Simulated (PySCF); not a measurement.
Computed IR spectrum (relative IR intensity) of a molecule C3H7ClSi. Coordinates come from a PBE-D3(BJ)/def2-SVP optimisation. One conformer was computed; it need not be the lowest. Calculation: PBE-D3(BJ)/def2-SVP in PySCF. Frequencies are harmonic and unscaled.

Lines under 2 % of the strongest are left out, and lines within 2 cm⁻¹ are merged.

| ν (cm⁻¹) | relative intensity |
|---|---|
| 525 | 26 |
| 555 | 19 |
| 646 | 12 |
| 694 | 4.0 |
| 771 | 4.6 |
| 794 | 7.4 |
| 844 | 100 |
| 886 | 34 |
| 912 | 38 |
| 923 | 37 |
| 998 | 3.0 |
| 1020 | 6.2 |
| 1271 | 9.5 |
| 1392 | 2.0 |
| 2162 | 44 |
| 2176 | 64 |
| 3055 | 5.9 |
| 3059 | 4.3 |
| 3154 | 3.1 |

### Question
Which molecule gave these data?
A. Cl[SiH2]C1CC1
B. C/C=C(\[SiH3])Cl
C. C[SiH2]/C=C/Cl
D. C=C(Cl)[SiH2]C

### Answer
A, Cl[SiH2]C1CC1
